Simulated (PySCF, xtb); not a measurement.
C4H4O, SMILES c1occc1.

Harmonic wavenumbers (cm⁻¹) from GFN2-xTB (xtb 6.7.1) at its own minimum, in rising order: 588, 606, 766, 781, 830, 846, 851, 855, 1027, 1056, 1080, 1164, 1170, 1233, 1374, 1451, 1566, 3169, 3170, 3184, 3193.

What does B3LYP-D3(BJ)/def2-SVP (PySCF) give at its own minimum? (The exact figures need the calculation; the answer reports its results.)

616, 631, 744, 758, 864, 891, 894, 906, 1010, 1058, 1105, 1168, 1224, 1281, 1426, 1520, 1603, 3246, 3257, 3277, 3284. Paired by order, the mean absolute difference is 44 cm⁻¹ and the zero-point energies are 42.8 and 44.0 kcal/mol.
